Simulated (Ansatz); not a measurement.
The lowest singlet and triplet of CH2O (SMILES [CH]O); geometries from B3LYP-D3(BJ)/def2-TZVP, each state relaxed from the structure named, with no frequency check.
Singlet (charge 0, multiplicity 1):
```xyz
4

C      0.72521     0.19010    -0.00119
O     -0.57347     0.06850     0.00167
H      1.15855    -0.84268    -0.00572
H     -0.92207    -0.84593    -0.00050
```

A positive gap puts the triplet lower; no zero-point energy. R- takes a restricted singlet. The triplet is unrestricted in single-reference levels. Active spaces average the two states.

Cores are frozen in the correlated methods.

Run with Ansatz (a quantum-chemistry and plane-wave program) with Gaussian orbitals. Each number belongs to the level named beside it.

R-PBE/def2-TZVPP gives -130.9 kJ/mol for the gap E(singlet) − E(triplet), vertical, at the singlet's geometry.

Question: Predict the shift from PBE, with its sign, for: R-r2SCAN/def2-TZVPP, R-PBE0/def2-TZVPP, R-wB97M-V/def2-TZVPP, R-B2PLYP/def2-TZVPP, R-MP2/cc-pVQZ, R-CCSD(T)/cc-pVQZ, SC-NEVPT2 on SA-CASSCF(2,2)/cc-pVQZ, FIC-MRCISD+Q on SA-CASSCF(2,2)/cc-pVQZ.

Answer: R-r2SCAN/def2-TZVPP 26.8; R-PBE0/def2-TZVPP 12.1; R-wB97M-V/def2-TZVPP -24.2; R-B2PLYP/def2-TZVPP -9.8; R-MP2/cc-pVQZ -10.5; R-CCSD(T)/cc-pVQZ -19.2; SC-NEVPT2 on SA-CASSCF(2,2)/cc-pVQZ -9.7; FIC-MRCISD+Q on SA-CASSCF(2,2)/cc-pVQZ -16.3 kJ/mol. 2 of 8 lie above PBE; the widest gap is to R-r2SCAN/def2-TZVPP.

Doubts at one or more of the structures used: a restricted determinant that unrestricted orbitals would lower (R-r2SCAN/def2-TZVPP, R-B2PLYP/def2-TZVPP, R-MP2/cc-pVQZ, R-CCSD(T)/cc-pVQZ).
